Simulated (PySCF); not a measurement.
# Where the electron goes

Species: C6H8FN.
Geometry (GFN2-xTB, Å), atoms numbered from 1 in this order:
```xyz
16
C6H8FN angstrom
C     -2.000   -0.507    0.209
C     -0.607    0.044    0.441
C     -0.004    0.942   -0.658
C      1.321    0.146   -0.569
C      2.334    0.849    0.169
N      3.126    1.436    0.748
C      0.570   -0.926    0.255
F      1.182   -1.351    1.401
H     -2.063   -0.991   -0.764
H     -2.251   -1.236    0.976
H     -2.731    0.297    0.242
H     -0.540    0.517    1.422
H      0.072    2.001   -0.427
H     -0.494    0.814   -1.621
H      1.748   -0.204   -1.512
H      0.328   -1.823   -0.324
```

Method used: TDDFT wB97X-D/def2-SVPD, vertical, gas phase, core orbitals frozen in the response in PySCF.

Frontier orbitals with the atoms that hold most of them (Löwdin shares over 4%, at most four atoms; ? is withheld):

```json
{"orbital": "LUMO+2", "ε (eV)": "2.50", "atoms": "C1 18%, H11 9%, H15 8%, C5 8%"}
{"orbital": "LUMO+1", "ε (eV)": "2.18", "atoms": "N6 12%, C3 12%, H13 10%, C5 9%"}
{"orbital": "LUMO", "ε (eV)": "1.89", "atoms": "H15 16%, C4 13%, H16 10%, H14 10%"}
{"orbital": "HOMO", "ε (eV)": "-10.82", "atoms": "?"}
{"orbital": "HOMO-1", "ε (eV)": "-11.05", "atoms": "?"}
{"orbital": "HOMO-2", "ε (eV)": "-11.36", "atoms": "C2 17%, C3 16%, N6 13%, F8 11%"}
{"orbital": "HOMO-3", "ε (eV)": "-12.02", "atoms": "N6 30%, C5 16%, C2 10%, C1 9%"}
```

(1) Give the leading atoms of the HOMO-1.

(2) Which atoms hold the HOMO, and with what shares?

(3) How does S1 compare with the orbital gap of 12.71 eV?

Results:

(1) N6 (bonded to C) 26%; C5 (bonded to C and N) 18%; C7 (bonded to 2 C, F and H) 12%; C4 (bonded to 3 C and H) 12%. By element: carbon 42% or more, nitrogen 26%.

(2) N6 (bonded to C) 19%; C2 (bonded to 3 C and H) 13%; C5 (bonded to C and N) 12%; C7 (bonded to 2 C, F and H) 12%. By element: carbon 38% or more, nitrogen 19%.

(3) S1 is at 7.69 eV (f = 0.0003), 5.03 eV below the gap, made of HOMO→LUMO+1 (17%), HOMO-1→LUMO (15%), HOMO-1→LUMO+4 (13%). Its leading pair isn't HOMO and LUMO; the energies of that pair differ by 13.00 eV. 

Next come S2 at 7.98 eV (f 0.0050), HOMO-1→LUMO (21%), HOMO→LUMO+1 (21%), HOMO-1→LUMO+4 (12%); S3 at 8.02 eV (f 0.0063), HOMO→LUMO (24%), HOMO-1→LUMO+1 (14%), HOMO→LUMO+4 (9%); S4 at 8.69 eV (f 0.0072), HOMO→LUMO (41%), HOMO-2→LUMO (10%), HOMO-2→LUMO+1 (10%); S5 at 8.83 eV (f 0.037), HOMO-2→LUMO (19%), HOMO-1→LUMO+1 (18%), HOMO-1→LUMO (15%).

The run took 67 s of wall time on one thread of an Arm Neoverse V1 (shared host), and the process peaked at 0.94 GiB of memory.

One conformer stands for the species.
